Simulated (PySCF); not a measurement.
C3H8O2Si, SMILES OC[SiH]1COC1.

The structure is a stationary point at TPSSh-D3(BJ)/def2-SVP. The geometry has at least one imaginary mode, so it is a saddle point at that level. The structure was generated by enumeration, and PubChem lists no compound with its InChIKey, so it may never have been made. The values are those of a single conformer.

Two levels are set side by side: PBE/def2-TZVP (PySCF) and ωB97X/def2-TZVP (PySCF). Same geometry, gas phase. Differences are taken from unrounded values.

```csv
quantity,ωB97X,PBE,PBE minus ωB97X
orbital gap (eV),11.80,4.89,-6.91
highest occupied level (eV),-9.67,-5.67,4.00
lowest empty level (eV),2.13,-0.78,-2.91
dipole moment (D),2.33,2.09,-0.24
mean polarisability (bohr³),67.4,71.6,4.2
```

Without exact exchange PBE keeps part of each electron's self-repulsion, which lifts occupied levels and narrows the gap. PBE's more diffuse valence density responds more strongly to a field. Differences between two approximate levels are no errors against the true value.

Rough cost on one machine, each run with all the roots and properties that it gave: ωB97X against PBE within a factor of 2.
